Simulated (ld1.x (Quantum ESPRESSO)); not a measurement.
What one change does to a pseudopotential (potassium, TM)

```json
{
 "Element": "K",
 "Generator": "ld1.x (Quantum ESPRESSO) 7.5",
 "Type": "norm-conserving Troullier–Martins (Kleinman–Bylander form)",
 "Functional": "LDA (PZ)",
 "Relativity": "scalar-relativistic",
 "Frozen core": "[Ar]",
 "Valence charge": "1",
 "Reference configuration": "3d0 4s0.5 4p0 (charge +0.5)",
 "Partial waves": "4s (bound): rc 4.05 bohr; 3d (bound, empty): rc 3.65 bohr; 4p (bound, empty): rc 3.65 bohr",
 "Local potential": "the p channel",
 "Core correction": "Bessel-smoothed model core, default radius (core density twice the valence density)"
}
```

Change: all radii but the core radius scaled by about 0.94 (s 3.82, p 3.44, d 3.44 bohr).

Cutoffs: the cutoffs (Ry, on a coarse ladder) from which the occupation-weighted sum of valence levels, in a spherical-Bessel basis at the reference potential, stays within 10 and 1 mRy of its value at 400 Ry; they do not see the model core or the augmentation charge, which bear on the density cutoff. Errors are all-electron minus pseudo energies relative to the spin-unpolarised reference configuration.

Problem. What does the change do?

Solution. Both files are so soft that the ladder of cutoffs tells neither apart; both files keep a bound ghost (s); of the 6 tests that both files solve, the error grows in 1 and shrinks in 4 by more than 15 % and 0.3 meV (median size 2.1 → 1.3 meV).

| quantity | base | changed |
| --- | --- | --- |
| cutoff, loose | 6 Ry | 6 Ry |
| cutoff, tight | 6 Ry | 6 Ry |
| bound ghosts | s | s |
| error for 3d0 4s1 4p0, meV [ΔE -1.71 eV] | -11 | -3.4 |
| error for 3d0 4s0 4p1, meV [ΔE -0.08 eV] | -1.9 | -1.1 |
| error for 3d1 4s0 4p0, meV [ΔE 0.80 eV] | +0.1 | -1.0 |
| error for 3d0.5 4s0.5 4p0, meV [ΔE -0.46 eV] | -2.2 | -1.5 |
| error for 3d0 4s0.5 4p0 (spin-polarised), meV [ΔE -0.05 eV] | -0.5 | -0.2 |
| error for 3d0 4s1 4p0 (spin-polarised), meV [ΔE -1.85 eV] | -16 | -4.1 |

Base: The cutoffs count occupied waves only; the empty 3d level needs 12 Ry at the loose tolerance. Changed file: The cutoffs count occupied waves only; the empty 3d level needs 12 Ry at the loose tolerance. A true bound ghost makes a file unfit for plane-wave use even where its test errors are small: the radial tests pick states by their node count and pass the ghost by.
